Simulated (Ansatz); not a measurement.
Ideal-gas functions of CH₄ClInSe, SMILES `[CH3][In]([Cl])[SeH]` at 500 K and 1 bar, from an Ansatz frequency run at PBE0-D4/def2-TZVP.

Molar mass 245.27 g/mol, point group C1 (symmetry number 1), electronic degeneracy 1, moments of inertia 191.228, 480.791, 668.847 u Å². Harmonic wavenumbers (cm⁻¹, unscaled): 26, 74, 99, 102, 236, 241, 349, 522, 587, 716, 747, 1195, 1446, 1447, 2446, 3072, 3168, 3181.

Use S(trans) = R[1.5 ln M + 2.5 ln T − 1.1517]; rotational temperatures θ = 24.2544 K / I; S(rot) = R[ln(√π/σ · √(T³/θAθBθC)) + 1.5]; for each mode x = 1.438777 ν̃/T, S = R[x/(eˣ − 1) − ln(1 − e⁻ˣ)] and H = RT x/(eˣ − 1); 1 cm⁻¹ = 0.0119627 kJ/mol; R = 8.31446 J/(mol·K).

By hand: the entropy, in J/(mol·K).

Translation 188.2. Rotation: θ = 0.1268, 0.0504, 0.0363 K, giving 129.5. Vibration, mode by mode: 29.87, 21.19, 18.78, 18.54, 11.69, 11.52, 8.62, 5.67, 4.88, 3.63, 3.39, 1.22, 0.68, 0.68, 0.06, 0.01, 0.01, 0.01, in all 140.5. Electronic 0.0. Sum 458.2 J/(mol·K).

By hand: H − E and G − E in kJ/mol, counted from the electronic energy.

Zero-point energy ½ × 19654 × 0.0119627 = 117.6; thermal vibration 30.0; translation, rotation and pV give 4 RT = 16.6. H − E = 164.2 kJ/mol, and G − E = 164.2 − 500 × 458.2/1000 = -64.9 kJ/mol.

Vibration gives 31 % of the entropy, 88.4 J/(mol·K) of it from the modes under 150 cm⁻¹: soft modes count most, and the harmonic formula is weakest for them. The sum counts one conformer and one mirror image; others add a mixing term.
